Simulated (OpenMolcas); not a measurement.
## 5d5 along the 73-electron sequence

| Quantity | Value |
| --- | --- |
| Program | OpenMolcas |
| Method | CASSCF |
| Basis | ANO-R3 |
| Scalar Hamiltonian | X2C, finite nucleus |
| Spin-orbit coupling | state interaction with AMFI integrals over the reference wave functions, term energies averaged over their components |

Active space for each ion: 5 electrons in 5 orbitals (5d).

Computed levels in cm-1 above 6S 5/2:

```
                               Level   Re2+   Os3+   Ir4+   Pt5+
                              4G 7/2  22663  25205  27412  29419
                             4G 11/2  23138  25905  28373  30660
                              4G 9/2  23654  26665  29433  32062
                              4P 1/2  26233  29389  32252  34967
                              4D 7/2  28532  32200  35675  39089
                              4D 1/2  31295  35831  40222  44589
                             2I 11/2  32505  36602  40450  44237
                             2I 13/2  34674  39457  44011  48490
                              2H 9/2  41212  46741  51944  57011
weight of 6S in the lowest level (%)     94     92     89     86
```

Mixed levels, with the weight of the term that names them: Re2+ 4P 1/2 (69 %), Re2+ 4D 1/2 (72 %), Re2+ 2H 9/2 (56 %), Os3+ 4P 1/2 (67 %), Os3+ 4D 1/2 (71 %), Os3+ 2H 9/2 (55 %), Ir4+ 4G 7/2 (72 %), Ir4+ 4P 1/2 (66 %), Ir4+ 4D 7/2 (73 %), Ir4+ 4D 1/2 (70 %), Ir4+ 2H 9/2 (54 %), Pt5+ 4G 7/2 (68 %), Pt5+ 4P 1/2 (64 %), Pt5+ 4D 7/2 (68 %), Pt5+ 4D 1/2 (70 %), Pt5+ 2I 11/2 (73 %), Pt5+ 2H 9/2 (54 %).

Measured, with the error of the calculation in %. Measured levels: Re2+ from the list in Brasseur, Gamrath and Quinet, At. Data Nucl. Data Tables 157, 101636 (2024).

| Level | Re2+ |
| --- | --- |
| 4G 7/2 | 16890 (+34.2) |
| 4G 11/2 | 18020 (+28.4) |
| 4G 9/2 | 18346 (+28.9) |
| 4D 7/2 | 20453 (+39.5) |
| 2I 11/2 | 26170 (+24.2) |
| 2I 13/2 | 28588 (+21.3) |

4G 7/2 changes by a factor of 1.3 over the same range, with steps per unit of Z of +2540, +2210, +2010 cm-1.

Without dynamic correlation excited terms often stand tens of per cent too high (terms of higher spin than the ground term too low), and those without a measured partner can miss by more than the paired ones. Configurations with an s electron lie low in 5d ions of this charge, fall among these levels and mix in, so low-spin terms can stand far too high, up to twice their true height, and weights are not those of the real levels (holds for Re2+). Some levels mix across a computed gap that differs much from the measured one, so their mixing is not that of the real levels (holds for Re2+). Measured partners are found by configuration, term and J. A level has none where our copy of the source lacks it or the pairing is in doubt (some pairs that miss far off the trend of their configuration count as doubtful), and it then counts in no deviation. Levels of configurations outside the active space are missing.
